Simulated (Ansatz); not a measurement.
Program: Ansatz. Geometries: PBE0-D4/def2-TZVP. ΔE: electronic, gas phase. CBS: MP2 limit from def2 TZ/QZ plus the TZ coupled-cluster correction, frozen cores. Functionals use def2-TZVPP. B3LYP here is the variant with VWN-RPA as its local correlation; programs differ in this. Each species was taken in one conformer, which may not be the lowest.

`CS[SiH2]O[SiH3]` + `N[SiH](N)O` → `N[SiH](N)O[SiH3]` + `CS[SiH2]O`  (ligand exchange at the Si–O bond)

```json
{"level": "PBE-D4", "ΔE (kJ/mol)": "-1.6", "difference from CCSD(T)/CBS": "-1.1"}
{"level": "r2SCAN-D4", "ΔE (kJ/mol)": "-2.8", "difference from CCSD(T)/CBS": "-2.3"}
{"level": "PBE0-D4", "ΔE (kJ/mol)": "-1.6", "difference from CCSD(T)/CBS": "-1.1"}
{"level": "B3LYP-D4", "ΔE (kJ/mol)": "-1.2", "difference from CCSD(T)/CBS": "-0.7"}
{"level": "ωB97X-V", "ΔE (kJ/mol)": "-1.6", "difference from CCSD(T)/CBS": "-1.1"}
{"level": "ωB97M-V", "ΔE (kJ/mol)": "-1.5", "difference from CCSD(T)/CBS": "-1.0"}
{"level": "B2PLYP", "ΔE (kJ/mol)": "-2.1", "difference from CCSD(T)/CBS": "-1.6"}
{"level": "PBE", "ΔE (kJ/mol)": "-2.8", "difference from CCSD(T)/CBS": "-2.3"}
{"level": "r2SCAN", "ΔE (kJ/mol)": "-3.1", "difference from CCSD(T)/CBS": "-2.6"}
{"level": "PBE0", "ΔE (kJ/mol)": "-2.7", "difference from CCSD(T)/CBS": "-2.2"}
{"level": "B3LYP", "ΔE (kJ/mol)": "-3.2", "difference from CCSD(T)/CBS": "-2.7"}
{"level": "HF/def2-TZVPP", "ΔE (kJ/mol)": "-3.7", "difference from CCSD(T)/CBS": "-3.2"}
{"level": "MP2/def2-TZVPP", "ΔE (kJ/mol)": "-0.6", "difference from CCSD(T)/CBS": "-0.1"}
{"level": "SCS-MP2/def2-TZVPP", "ΔE (kJ/mol)": "-1.1", "difference from CCSD(T)/CBS": "-0.6"}
{"level": "CCSD/def2-TZVPP", "ΔE (kJ/mol)": "-1.3", "difference from CCSD(T)/CBS": "-0.8"}
{"level": "CCSD(T)/def2-TZVPP", "ΔE (kJ/mol)": "-0.9", "difference from CCSD(T)/CBS": "-0.4"}
{"level": "HF/def2-QZVPP", "ΔE (kJ/mol)": "-3.6", "difference from CCSD(T)/CBS": "-3.1"}
{"level": "MP2/def2-QZVPP", "ΔE (kJ/mol)": "-0.3", "difference from CCSD(T)/CBS": "0.2"}
{"level": "SCS-MP2/def2-QZVPP", "ΔE (kJ/mol)": "-0.9", "difference from CCSD(T)/CBS": "-0.4"}
{"level": "HF/CBS(def2)", "ΔE (kJ/mol)": "-3.6", "difference from CCSD(T)/CBS": "-3.1"}
{"level": "MP2/CBS(def2)", "ΔE (kJ/mol)": "-0.2", "difference from CCSD(T)/CBS": "0.3"}
{"level": "CCSD/CBS(def2)", "ΔE (kJ/mol)": "-0.8", "difference from CCSD(T)/CBS": "-0.3"}
{"level": "CCSD(T)/CBS", "ΔE (kJ/mol)": "-0.5", "difference from CCSD(T)/CBS": "0"}
```

Largest T1 diagnostic among the species: 0.011.
